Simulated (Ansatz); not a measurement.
Ansatz (a quantum-chemistry and plane-wave program) input (PBE/def2-TZVPD):

Ansatz 0.2 input:
```yaml
crystal:
  periodic: [false, false, false]
  atoms:
    - {symbol: Cu, position_ang: [-0.00000000, -0.00000000, -0.05029224]}
    - {symbol: H, position_ang: [0.00000000, 0.00000000, 1.45847494]}
basis:
  gaussian:
    orbitals: def2-TZVPD
hamiltonian:
  xc: {name: PBE}
total_charge: 1
magnetization: {spin_polarized: true, initial_magnetization: 1}
output: {forces: true}
```

End of the output:

```
integrals: 0.01 GiB planned
520 factors; their error is unknown
mean field: 0.15 GiB planned
mean field evaluation 1: about -44603.7136 eV, gradient 1.5e2 eV
mean field evaluation 2: about -43718.1742 eV, gradient 4.3e2 eV
mean field evaluation 4: about -44590.7874 eV, gradient 1.6e2 eV
mean field evaluation 8: about -44640.1171 eV, gradient 7.9e-1 eV
mean field evaluation 16: about -44640.1044 eV, gradient 6.5e-4 eV
mean field evaluation 32: about -44637.7187 eV, gradient 6.4e-4 eV
mean field -44640.10441378 eV, -1640.4935790567 hartree, gradient 2.1e-5 eV, S^2 0.753519; 6 other end points of the search recorded, 0 dependent functions left out
the calculation of the forces begins
reference -44640.10446847 eV, -1640.4935810668 hartree; 15, 14 occupied and 42, 43 virtual orbitals, 520 factors
Total energy: -44640.10446847 eV, -1640.4935810668 hartree
Atom 0 at    -0.000000    -0.000000    -0.050292 Å, force     0.000000     0.000000    -0.042523 eV/Å
Atom 1 at     0.000000     0.000000     1.458475 Å, force    -0.000000    -0.000000     0.042523 eV/Å
Dipole moment:     0.000000    -0.000000    -0.132238 e Å
```

The spin state was set by rule; other spins were not relaxed.
